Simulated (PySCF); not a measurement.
Computed properties of C4H6ClF, SMILES CC/C(F)=C/Cl

C4H6ClF, SMILES F/C(=C\Cl)CC. Geometry optimised at ωB97X-D3(BJ)/def2-SVP. The structure was generated by enumeration; whether it is a known compound was not checked. One conformer was computed; it need not be the lowest. All values are computed for the isolated molecule unless a solvent is named; none is compared with measurement here.

**Structure.** All 30 harmonic modes at ωB97X-D3(BJ)/def2-SVP (PySCF) are real, so it is a minimum. With heavy atoms numbered as in [CH3:1][CH2:2]/[C:3]([F:4])=[CH:5]/[Cl:6], the shortest bond between them is C3–C5 at 1.334 Å and the longest C5–Cl6 at 1.724 Å.

**Vibrations.** The strongest infrared lines (harmonic, unscaled, degenerate partners summed) lie at 901 cm⁻¹ (56 km/mol, C 58 %, H 24 %, F 10 %), 1802 cm⁻¹ (44 km/mol, C 96 %), 1395 cm⁻¹ (42 km/mol, C 58 %, H 37 %). The softest mode is at 78 cm⁻¹ and the zero-point energy is 58.5 kcal/mol.

**Electronic structure.** HF/def2-TZVP (PySCF) places the frontier levels at -9.71 and 3.49 eV, a gap of 13.20 eV, and gives a dipole moment of 3.05 D and a mean polarisability of 59.8 bohr³. PBE/def2-TZVP (PySCF) at the same geometry gives -5.83 and -0.84 eV, so its gap is 8.21 eV narrower. An orbital gap is neither the optical nor the fundamental gap.

**Excitations.** TDDFT-CAM-B3LYP/def2-SVPD (PySCF) has S1 at 6.39 eV (194 nm, f = 0.001, dark); the most intense of the 10 singlets computed lies at 6.93 eV (f = 0.41). T1 (TDA) is at 4.19 eV. TDDFT-PBE/def2-SVPD (PySCF) puts S1 at 5.76 eV. No vertical singlet excitation falls in the visible range (under 3.1 eV).

**NMR.** GIAO shifts at PBE0/pcSseg-1 (PySCF) (non-relativistic, atoms alike by connectivity averaged): ¹³C from 15.5 to 173.3 ppm against TMS; ¹H from 1.5 to 5.5 ppm against TMS; ¹⁹F at -113.8 ppm against CFCl3. Without spin–orbit terms, shifts of atoms bonded to Cl or Br come out too high.
